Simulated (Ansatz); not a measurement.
Gas-phase electronic energies from Ansatz, PBE0-D4/def2-TZVP geometries. CBS: MP2 limit from def2 TZ/QZ plus the TZ coupled-cluster correction, frozen cores. This one scheme is used for every species. Functionals use def2-TZVPP. HSE06 is defined as in plane-wave codes. Each species was taken in one conformer, which may not be the lowest.

Consider the hydrogenolysis of a B–Si bond: `NB(F)[SiH3]` + H₂ → `NBF` + SiH₄.

`NB(F)[SiH3]`:

Z-matrix (Å, degrees):
```
Si
B 1 2.031
H 1 1.489 2 111.2
H 1 1.491 2 110.7 3 120.0
H 1 1.489 2 111.1 3 -120.0
F 2 1.343 1 119.6 3 59.0
N 2 1.391 1 122.7 3 -121.1
H 7 1.008 2 122.6 1 -179.9
H 7 1.004 2 122.9 1 0.1
```

H₂:

```xyz
2

H    -0.029    0.277   -0.248
H     0.029   -0.277    0.248
```

`NBF`:

```xyz
6

N    -0.081    0.395    0.607
B     0.091   -0.394   -0.525
F    -0.256    0.096   -1.721
H     0.163    0.076    1.527
H    -0.458    1.327    0.571
H     0.540   -1.500   -0.459
```

SiH₄:

Cartesian coordinates in Å:
```
Si 0.000 0.000 0.000
H 1.386 -0.257 0.466
H -0.864 0.314 1.166
H -0.521 -1.206 -0.692
H -0.001 1.149 -0.940
```

```csv
level,ΔE (eV)
PBE-D4,-0.31
r2SCAN0-D4,-0.44
HSE06-D4,-0.39
revPBE,-0.38
PBE0,-0.43
r2SCANh,-0.42
HF/def2-SVP,-0.80
SCS-MP2/def2-QZVPP,-0.52
```

(1) What does CCSD(T)/CBS give? (Best estimate.)

(2) What do rigid-rotor, harmonic-oscillator terms from PBE0-D4/def2-TZVP frequencies (298.15 K, 1 bar) make of the CCSD(T)/CBS value? (Estimate.)

Largest T1 diagnostic among the species: 0.013.

Answers

(1) The calculation gave: -0.44 eV. The listed levels differ from it by 0.13, 0.00, 0.05, 0.06, 0.01, 0.02, -0.36, -0.08 eV.

(2) The calculation gave: ΔZPE = +0.13 eV, ΔH = -0.36 eV, ΔS = 13 J/(mol·K), ΔG = -0.40 eV.

Leaving LDA and LC-ωPBE aside and taking each functional with its dispersion term where it has one, the values, not all of them listed here, spread over 0.25 eV, from BHLYP-D4 to revPBE-D4. LDA lies +0.04 eV from PBE without D4. In def2-TZVPP, CCSD(T) changes the Hartree–Fock value by +0.29 eV (the triples alone add +0.05 eV) and MP2 by +0.28 eV.
